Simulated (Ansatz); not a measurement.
Basis-set extrapolation for CH$_{5}$NOSi$_{2}$, SMILES `O[SiH]1C=N[SiH2]1` (PBE0-D4/def2-TZVP geometry, frozen core, the Gaussian-basis code of Ansatz). Multiplicity 1, RHF reference.

|  | def2-TZVPP | def2-QZVPP |
| --- | --- | --- |
| HF | -748.062993 | -748.088944 |
| MP2 correlation | -0.825763 | -0.887474 |
| CCSD(T) correlation | -0.901208 | not run |

Energies in hartree. Use E(X) = E(∞) + A·exp(−7.88·√X) for Hartree–Fock and E(X) = E(∞) + B·X^(−2.97) for correlation, with X = 3 and 4, and add CCSD(T) minus MP2 of the smaller set to the MP2 limit.

Problem. What is the CCSD(T) energy at the basis-set limit?

Solution. HF limit: -748.088944 + (-0.025951) × 0.13774 = -748.09252. MP2 limit: -0.887474 + (-0.061711) × 0.74074 = -0.93319. Higher-order term: -0.901208 − (-0.825763) = -0.07544. Total: -749.10115 hartree, 3.73 eV below CCSD(T)/def2-TZVPP.
